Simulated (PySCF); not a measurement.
C6H13Te, SMILES CC([Te][C](C)C)C, doublet at its GFN2-xTB optimised geometry (Å):

```
20

C      2.0411    -0.1350     0.9663
C      1.2755    -0.9753     0.0000
C      1.9626    -2.2194    -0.4551
Te    -0.8215    -0.9753     0.0000
C     -1.0338     1.2156     0.0000
C     -0.3212     1.8103    -1.1970
C     -2.5101     1.5585     0.0022
H      3.0102     0.1331     0.5409
H      1.5120     0.7809     1.2175
H      2.2408    -0.6784     1.8968
H      1.3645    -2.7563    -1.1883
H      2.1703    -2.8991     0.3783
H      2.9249    -1.9678    -0.9053
H     -0.5799     1.5851     0.9202
H      0.7259     1.5153    -1.2095
H     -0.7849     1.4735    -2.1223
H     -0.3730     2.8991    -1.1653
H     -2.6454     2.6398     0.0284
H     -2.9941     1.1783    -0.8956
H     -3.0102     1.1311     0.8693
```

Level of theory: unrestricted CAM-B3LYP/def2-SVP, def2 effective core potentials past Kr (PySCF 2.14.0). The core electrons that the potentials of Te replace are not part of the density. Cells within 0.4 Å of a nucleus heavier than hydrogen are left out (blank, or x).

Map of the Laplacian of the electron density (e/bohr⁵), clipped to [-1.50, 1.50] on the plane z = 1.2 Å:

```
|8888888888888888888888888888888|
|8888888888888888888888888888888|
|8888888888888888888888888888888|
|8888888888888888888888888888888|
|8888888888888888888888888888888|
|8888888888888888888888888888888|
|8888888888888888888888888888888|
|8888888888888888888888888888888|
|8888888888888888888888888888888|
|8888888898888988888888888888888|
|8888889999899899888888888888888|
|8888889999999789888988888888888|
|8888889899999998889899988888888|
|8888889998889998888049998888888|
|8888888888888888899538999888888|
|88888888888888888998xx899888888|
|88888888888888888999xx899888888|
|8888888888888888899998999888888|
|8888888888888888899999998888888|
|8888888888888888888999888888888|
|8888888888888888888888888888888|
|8888888888888888888888888888888|
|8888888888888888888888888888888|
|8888888888888888888888888888888|
|8888888888888888888888888888888|
|8888888888888888888888888888888|
|8888888888888888888888888888888|
|8888888888888888888888888888888|
|8888888888888888888888888888888|
|8888888888888888888888888888888|
|8888888888888888888888888888888|
```
Scale: ten equal steps from -1.50 (start of '0') to 0.222 (end of '9'), in the order '0123456789'; x runs from -5.50 to 5.50, y from -5.50 (bottom) to 5.50 (top).
